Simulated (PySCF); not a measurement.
Input of a run (PBE0-D3(BJ)/def2-SVP geometry optimisation, gas phase (PySCF 2.14.0)), started from GFN2-xTB:
```
{"job": {"xc": "PBE0", "basis": "def2-SVP", "d3": "d3bj", "grid": 2, "kind": "geom"}, "charge": 0, "multiplicity": 1}
C      2.033995     0.509041    -0.077980
S      1.556727    -1.115033    -0.761250
C     -0.092863    -1.122573    -0.505872
C     -1.164638    -0.391274    -0.010768
B     -1.595527     0.903337     0.661018
F     -2.848834     1.216100     0.905457
F     -0.715755     1.814940     1.053276
C     -1.432285    -1.674051    -0.563565
O     -2.135983    -2.579333    -0.872514
H      1.719683     0.567470     0.958474
H      1.562777     1.294726    -0.659058
H      3.113902     0.575965    -0.153245
```

Output (energies in Eh, forces in Eh/bohr):
```
step   0  E = -851.16406281  max force = 0.016923
step   1  E = -851.16514097  max force = 0.008284
step   2  E = -851.16533056  max force = 0.004528
step   3  E = -851.16553267  max force = 0.001557
step   4  E = -851.16557523  max force = 0.001558
step   5  E = -851.16563333  max force = 0.001519
step   6  E = -851.16565712  max force = 0.001167
step   7  E = -851.16566622  max force = 0.001166
step   8  E = -851.16567148  max force = 0.000938
step   9  E = -851.16567664  max force = 0.001261
step  10  E = -851.16567793  max force = 0.001266
step  11  E = -851.16567922  max force = 0.001381
step  12  E = -851.16568068  max force = 0.000843
step  13  E = -851.16568358  max force = 0.000363
optimisation converged
```

**Question.** Summarise the run.

**Answer.** The energy falls by 1.0 kcal/mol over 14 energy and gradient evaluations, the largest force component goes from 0.0169 to 3.6e-04 Eh/bohr, and the atoms move by 0.056 Å rms after alignment. The bond that changes most is C4–B5 (unsaturated ring carbon to three-coordinate boron), which lengthens by 0.021 Å. Bonds longer at the end by more than 0.005 Å: 6 of 12; shorter: 2. Among the angles that change most is F6–B5–F7, from 114.4° to 117.7°. The energy never rose by more than 1e-6 Eh on the way. The first step brought 67 % of the lowering.

**Question.** What are the final bond lengths?

**Answer.** C1–S2 1.813 Å, S2–C3 1.683 Å, C3–C4 1.374 Å, C4–B5 1.541 Å, B5–F6 1.313 Å, B5–F7 1.322 Å, C4–C8 1.421 Å, C8=O9 1.195 Å, C3–C8 1.452 Å, C1–H10 1.098 Å, C1–H11 1.098 Å, C1–H12 1.098 Å. Numbering counts from 1 in the input's order; the species is `CSC1=C(B(F)F)C1=O`.

The run used 145 basis functions and 99 SCF cycles in all.

No PBE0-D3(BJ)/def2-SVP frequencies stand behind this structure, so it isn't proved a minimum. One conformer, not necessarily the lowest.

Shape of the structure used: `[CH3:1][S:2][c:3]1[c:4]([B:5]([F:6])[F:7])[c:8]1=[O:9]`: C1–S2–C3–C4 0°, C3–C4–B5–F6 176°.
